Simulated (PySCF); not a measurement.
C₅H₅B, singlet, at a GFN2-xTB geometry. Base run: PBE0/6-31G (PySCF).

PySCF was given this input:
```python
from pyscf import gto, scf, dft, solvent

mol = gto.Mole()
mol.atom = '''
    B     0.21210916   -0.23533561    0.16313951
    C    -1.22075383   -0.59799982   -0.13844718
    C    -2.36381469   -0.89729689   -0.37613354
    H    -3.36174875   -1.15806472   -0.58362719
    C     0.71452442    1.12619843   -0.25230428
    C     1.11697317    2.21284385   -0.58337274
    H     1.46851847    3.16137856   -0.87256713
    C     1.17521276   -1.24270801    0.90643791
    H     1.46528204   -0.83167868    1.87373015
    H     2.10144180   -1.38052973    0.34987320
    H     0.73310949   -2.22065271    1.07981253
'''
mol.basis = '6-31g'
mol.verbose = 4
mol.build()

mf = dft.RKS(mol)
mf.xc = 'pbe0'
mf.kernel()
```

The base run was repeated with changes; each row names its change, and settings that it needs were set with it.

| change | ΔE vs base (kcal/mol) | dipole (D) | HOMO-LUMO gap (eV) |
|---|---|---|---|
| base | 0.000 | 0.23 | 5.91 |
| model = COSMO; solvent = acetonitrile | -4.11 | 0.29 | 6.00 |
| model = IEF-PCM; solvent = acetonitrile; vdw_scale = 1.4 | -2.29 | 0.28 | 5.95 |
| model = IEF-PCM; solvent = acetonitrile; r_probe = 0.5 | -1.56 | 0.27 | 5.94 |
| model = IEF-PCM; solvent = 2-propanol | -3.94 | 0.29 | 5.99 |
| model = IEF-PCM; solvent = water | -4.22 | 0.29 | 6.00 |
| model = IEF-PCM; solvent = acetonitrile; vdw_scale = 1.0 | -7.44 | 0.29 | 6.06 |
| model = ddCOSMO; solvent = acetonitrile | -2.88 | 0.27 | 5.99 |
| model = SS(V)PE; solvent = acetonitrile | -4.03 | 0.29 | 5.99 |
| model = IEF-PCM; solvent = tetrahydrofuran | -3.39 | 0.28 | 5.98 |
| model = C-PCM; solvent = acetonitrile | -4.18 | 0.29 | 6.00 |
| model = IEF-PCM; solvent = acetonitrile | -4.10 | 0.29 | 6.00 |

The base is the gas phase, so ΔE is the electrostatic part of solvation at a fixed geometry, without cavity and dispersion terms.
